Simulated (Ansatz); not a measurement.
FH$_{4}$InSi (`[F][InH][SiH3]`). The species carries charge 0 and has multiplicity 1. Correlated methods include outer-core shells of In, which these sets cover unevenly. In: def2 effective core potential.

```xyz
7

F     2.0721   -0.3219   -1.6744
In    1.2214   -0.6812    0.0631
Si   -1.0509    0.4917    0.1467
H     2.2523   -1.6727    1.0076
H    -1.9012   -0.0125   -0.9632
H    -0.8502    1.9552   -0.0181
H    -1.7435    0.2415    1.4383
```

Q: Give the diagnostics of a CCSD(T)/def2-TZVPP run (frozen core, Ansatz 0.2.0). (Estimate.)

A: Ansatz gave: T1 = 0.0157, largest single amplitude 0.032, largest double 0.028, (T) share of the correlation energy 2.9 %, 11 CCSD cycles. The RHF solution is stable towards an unrestricted one. T1 lies under the customary mark of 0.02 for closed shells.
